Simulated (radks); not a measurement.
The dysprosium anion Dy- inside a hard spherical wall (all orbitals vanish at R), configuration held at [Xe] 4f11 6s2 and not refilled when levels cross. Calculated with a radial shooting solver on a logarithmic mesh with Libxc functionals: scalar-relativistic Kohn-Sham, PBEsol, spin-polarised, spherical densities, finite nucleus; open shells are filled with parallel spins first (spin-orbit coupling, left out, can overturn this in heavy ions); Fermi nuclear charge, rms radius 5.2218 fm. Eigenvalues in eV for spin up, with the zero of energy where the potential of the charges vanishes at infinity; a dash marks a level that is unbound or too diffuse for the functional's potential to be trusted. A positive occupied level is held by the wall or, in an anion where self-interaction has pushed it up, behind a barrier. The pressure on the wall is -dE/dV.

| R (bohr) | E (hartree) | kinetic (hartree) | e(5s) | e(5p) | e(5d, empty) | e(6p, empty) | e(6s) | e(4f) | pressure (GPa) |
|---|---|---|---|---|---|---|---|---|---|
| 15 | -12152.1975 | 13107.154 | -44.924 | -21.344 | - | - | -0.332 | 0.791 | 0.0742 |
| 12 | -12152.1723 | 13107.124 | -43.445 | -19.953 | - | - | 0.445 | 2.431 | 0.170 |
| 6 | -12151.9111 | 13107.705 | -35.988 | -12.906 | 9.323 | 10.304 | 6.037 | 10.331 | 10.9 |
| 4 | -12150.9058 | 13110.901 | -28.190 | -5.663 | 18.954 | 30.562 | 20.579 | 19.034 | 188 |
| 3.5 | -12149.9769 | 13114.115 | -23.745 | -1.328 | 25.091 | 45.146 | 31.901 | 24.330 | 501 |
| 3 | -12147.9532 | 13121.125 | -16.282 | 6.452 | 35.997 | 71.645 | 53.658 | 33.470 | 1560 |
| 2.5 | -12142.9696 | 13137.702 | -2.099 | 22.332 | 57.706 | 124.41 | 99.400 | 50.459 | 5870 |
| 2 | -12128.7074 | 13181.942 | 30.764 | 60.703 | 108.01 | 243.13 | 207.15 | 84.750 | 28300 |
